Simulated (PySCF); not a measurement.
Ionising PbN

PBE; PySCF, scalar-relativistic core potentials, basis sets Pb aug-cc-pVDZ-PP with ECP60, N aug-cc-pVDZ. Neutral (UKS): doublet (π ↑), Re = 2.089 Å, ωe = 600 cm⁻¹, De = 2.80 eV, HOMO -5.12 eV, LUMO -4.78 eV.

PbN⁺ (UKS): triplet (π ↑↑), Re = 2.265 Å, ωe = 480 cm⁻¹. The energies at the minima are -247.48480 hartree for PbN and -247.19415 for PbN⁺.

Problem. Work out the adiabatic ionisation energy, without and with harmonic zero-point energies (1 hartree = 27.2114 eV, 1 eV = 8065.5 cm⁻¹), and the change of the bond length.

Solution. At PBE: 0.29065 hartree = 7.909 eV between the minima; the zero-point term (480.0 − 600.0)/2 cm⁻¹ = -0.007 eV makes it 7.902 eV. Re changes by +17.6 pm against the neutral. The electron leaves a π orbital; in so polar a molecule the change of length follows mostly from the change of the ionic charges.

These are scalar-relativistic numbers at best; spin–orbit coupling would shift them, the dissociation energy most. States were picked by a PBE0 search and need not be the measured ground states.
